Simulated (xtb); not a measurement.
Cl2HOZr, SMILES [Zr+]([Cl])([Cl])[OH], charge +1, multiplicity 1. All values are semi-empirical tight-binding results from xtb (GFN2-xTB unless named), good for trends rather than for accurate numbers. Geometry: GFN2-xTB. The multiplicity is an assumed one; other spin states were not compared. The isomer is the one that the SMILES or the coordinates give; other isomers of the formula were not compared. One conformer was computed; it need not be the lowest.

For metal compounds this method's bond lengths and energies can be far off.

- point group as xtb finds it = Cs
- orbital gap = 2.84 eV
- zero-point energy = 8.3 kcal/mol
- G − E(el) at 298.15 K (modified RRHO) = -12.3 kcal/mol
